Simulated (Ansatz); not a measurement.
The first iterations of a band of BFH2O + ClH (7 atoms, charge 0, multiplicity 1).

The calculation used RKS PBE0-D4/def2-SVP in Ansatz.

| Property | Result |
| --- | --- |
| movable images | 9 |
| climbing image | yes |
| spring | 2.0 to 10.0 eV/Å², energy-weighted |
| optimiser | quadratic models (default) |
| start path | through a guess of the saddle point |
| force threshold | 0.05 eV/Å |
| iteration limit | 60 |
| end points | relaxed |

Image 0:

```xyz
7
Properties=species:S:1:pos:R:3
B 0.040 -0.369 -0.120
F -0.065 -0.372 1.220
H 1.115 -0.197 -0.626
O -1.044 -0.583 -0.874
H -1.852 -0.703 -0.361
Cl -0.394 2.805 1.215
H -0.132 1.663 1.751
```

Image 10:

```xyz
7
Properties=species:S:1:pos:R:3
B -0.221 0.470 -0.360
F 0.062 -0.068 2.267
H 0.838 -0.046 -0.596
O -1.413 -0.096 -0.563
H -1.347 -1.012 -0.854
Cl -0.229 2.156 0.218
H -0.022 0.840 2.094
```

| iteration | highest image above the first end (eV) | largest band force component (eV/Å) |
| --- | --- | --- |
| 1 | 2.834 | 5.743 |
| 2 | 1.589 | 1.605 |
| 3 | 1.421 | 1.345 |
| 4 | 1.382 | 0.634 |
| 5 | 1.367 | 0.221 |
| 6 | 1.369 | 0.149 |
| 7 | 1.367 | 0.161 |
| 8 | 1.366 | 0.097 |
| 9 | 1.363 | 0.094 |
| 10 | 1.360 | 0.113 |
| 11 | 1.356 | 0.127 |
| 12 | 1.351 | 0.140 |
| 13 | 1.346 | 0.152 |
| 14 | 1.335 | 0.181 |
| 15 | 1.309 | 0.252 |
| 16 | 1.278 | 0.675 |

Q: Does the band converge within its limit, and where does its top end?

A: The run converged. It ended after 48 iterations with the highest image 1.179 eV above the first end. The profile has 2 maxima (images 1, 5) with wells between them (image 2): this band takes more than one step, which may be the mechanism or a detour left from its start path. The order of the stationary point at the top wasn't checked. The orbitals stay closed-shell, which can raise the energy where a bond breaks towards radicals; this wasn't checked here.

Run time: 9.7 min on 2 threads of Intel(R) Xeon(R) Platinum 8259CL CPU @ 2.50GHz (Skylake/Cascade Lake) (shared host), peak memory 0.18 GiB.
